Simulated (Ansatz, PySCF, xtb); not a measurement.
Pair of molecules: HCl (SMILES Cl) (first 2 atoms) with SiH4 (SMILES [SiH4]); geometry from B3LYP-D3(BJ)/def2-TZVP.
(charge 0, multiplicity 1):
```xyz
7

Cl     0.626     1.138    -0.225
H      1.119    -0.034    -0.058
Si    -0.178    -0.081     3.254
H     -0.315     1.388     3.335
H     -1.159    -0.629     2.291
H     -0.416    -0.678     4.589
H      1.191    -0.431     2.808
```

Monomers are frozen at their geometry in the pair; levels with a basis set take the counterpoise correction.

The values were computed with Ansatz (a quantum-chemistry and plane-wave program) with Gaussian orbitals; PySCF for the dispersion terms; xtb for the GFN methods. 

Q: Give the interaction energy at the level GFN1-xTB.

A: -106 meV

Q: Give the interaction energy at the level GFN-FF.

A: -24 meV

Q: What interaction energy does PBE-D4/def2-TZVPPD give?

A: -47 meV
